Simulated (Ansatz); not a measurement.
Two members of one family ([Ln(NH3)6]3+), computed with Ansatz in the gas phase; def2 core potentials for Dy, Ho, no spin–orbit coupling. The two geometries come from different levels. HOMO and LUMO are taken over both spins. With an open 4f shell the SCF may have ended above the lowest state. The structures are stationary points that may keep the symmetry of their start.

First: [Dy(NH3)6]3+ (sextet, charge 3, r2SCAN-D4/def2-SVP geometry).

Cartesian coordinates in Å:
```
Dy 0.001 0.000 -0.002
N 2.118 -0.126 -1.292
H 2.215 0.574 -2.044
H 2.288 -1.017 -1.784
H 2.982 0.002 -0.745
N -2.091 0.118 1.328
H -2.216 -0.640 2.016
H -2.968 0.085 0.786
H -2.207 0.969 1.899
N -1.150 1.101 -1.925
H -1.138 2.133 -1.918
H -2.153 0.888 -2.028
H -0.774 0.877 -2.858
N 1.093 -1.109 1.952
H 0.819 -0.750 2.878
H 2.122 -1.053 1.981
H 0.919 -2.122 2.039
N 0.705 2.227 0.841
H 1.430 2.701 0.282
H 1.110 2.229 1.791
H -0.038 2.939 0.906
N -0.675 -2.211 -0.903
H -1.488 -2.649 -0.445
H 0.041 -2.952 -0.857
H -0.943 -2.214 -1.899
```

| level | HOMO (eV) | LUMO (eV) | gap (eV) |
| --- | --- | --- | --- |
| PBE-D4/def2-SVP | -18.66 | -17.83 | 0.83 |
| PBE-D4/def2-TZVP | -18.76 | -17.92 | 0.84 |
| r2SCAN-D4/def2-TZVP | -18.98 | -16.87 | 2.10 |
| PBE0-D4/def2-SVP | -21.39 | -14.17 | 7.22 |

Metal–donor distances: 6 × N 2.48 to 2.50 Å.

Second: [Ho(NH3)6]3+ (quintet, charge 3, PBE-D4/def2-SVP geometry).

```
atom   x (Å)   y (Å)   z (Å)
 Ho1   0.001   0.001   0.000
  N2   1.767  -0.552   1.668
  H3   2.402   0.230   1.923
  H4   2.430  -1.301   1.387
  H5   1.429  -0.882   2.592
  N6  -1.780   0.540  -1.657
  H7  -2.374  -0.260  -1.951
  H8  -1.452   0.927  -2.563
  H9  -2.480   1.244  -1.350
 N10   1.426   1.834  -0.902
 H11   1.275   2.768  -0.474
 H12   1.322   2.029  -1.917
 H13   2.450   1.697  -0.800
 N14  -1.440  -1.831   0.883
 H15  -2.459  -1.629   0.905
 H16  -1.245  -2.129   1.858
 H17  -1.397  -2.726   0.358
 N18  -1.009   1.588   1.633
 H19  -0.387   1.878   2.412
 H20  -1.852   1.240   2.130
 H21  -1.329   2.495   1.244
 N22   1.036  -1.579  -1.625
 H23   0.451  -1.815  -2.449
 H24   1.291  -2.512  -1.248
 H25   1.923  -1.256  -2.058
```

Problem. Estimate how these quantities change from the first to the second (second minus first).

Solution. 
```csv
level,Δ HOMO (eV),Δ LUMO (eV),Δ gap (eV)
PBE-D4/def2-SVP,-0.68,0.26,0.95
PBE-D4/def2-TZVP,-0.69,0.26,0.95
r2SCAN-D4/def2-TZVP,-1.18,0.77,1.95
PBE0-D4/def2-SVP,-0.04,0.33,0.37
```

Metal–donor distances: 6 × N 2.49 Å.
